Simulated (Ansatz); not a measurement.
Ansatz (a program for electronic structure) input:

Ansatz 0.2 input:
```yaml
crystal:
  periodic: [false, false, false]
  atoms:
    - {symbol: Ag, position_ang: [-0.00000000, -0.00000000, -0.32361266]}
    - {symbol: F, position_ang: [0.00000000, 0.00000000, 1.68997722]}
basis:
  gaussian:
    orbitals: def2-TZVP
hamiltonian:
  xc: b3lyp
  dispersion: d3bj
magnetization: {spin_polarized: true, initial_magnetization: 2}
phonons: {temperatures: {t_min: 298.15, t_max: 298.15, t_step: 100}}
```

Question: Predict the final energy.

Answer: -246.82233 Eh (B3LYP-D3(BJ)/def2-TZVP). The basis has 71 functions.

The spin state was set by rule; other spins were not relaxed.
